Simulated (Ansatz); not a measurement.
This geometry of CH5Ga + H2 (9 atoms, charge 0, multiplicity 1) is a first-order saddle point.

Method: RKS PBE0/def2-TZVP (Ansatz).

```xyz
9
Properties=species:S:1:pos:R:3
Ga -0.053 -0.286 0.045
C -0.020 -0.047 2.233
H -0.985 -0.145 2.731
H 0.763 -0.508 2.839
H 0.220 1.018 2.171
H 1.389 -0.091 -0.489
H -1.457 0.142 -0.449
H -0.176 -1.959 0.557
H -0.111 -1.284 1.386
```

Which two structures does it join? (They come from a converged band through this point; their orientation in space is the band's.)

Bonds broken: Ga1–C2, H8–H9. Bonds formed: Ga1–H8, C2–H9. CH5Ga + H2 becomes CH4 + GaH3.

First end point:

```xyz
9
Properties=species:S:1:pos:R:3
Ga -0.007 0.010 0.360
C 0.036 0.332 2.305
H -0.901 0.055 2.791
H 0.862 -0.190 2.791
H 0.186 1.403 2.471
H 1.332 -0.203 -0.441
H -1.359 0.111 -0.439
H -0.314 -2.375 0.219
H -0.264 -2.303 0.967
```

Last end point:

```xyz
9
Properties=species:S:1:pos:R:3
Ga -0.086 -0.600 -0.431
C -0.018 -0.146 2.568
H -0.941 0.096 3.091
H 0.806 -0.238 3.274
H 0.215 0.659 1.868
H 1.327 0.057 -0.610
H -1.380 0.281 -0.524
H -0.210 -2.157 -0.278
H -0.143 -1.110 2.065
```

How far does it lie above each of them?

119.8 kJ/mol above the first and 158.3 kJ/mol above the second. This is the barrier of this one path; another mechanism may lie lower. The orbitals stay closed-shell, which can raise the energy where a bond breaks towards radicals; this wasn't checked here.

Run time: 72 s on 4 threads of Arm Neoverse V2, with other jobs on the host, peak memory 0.23 GiB.
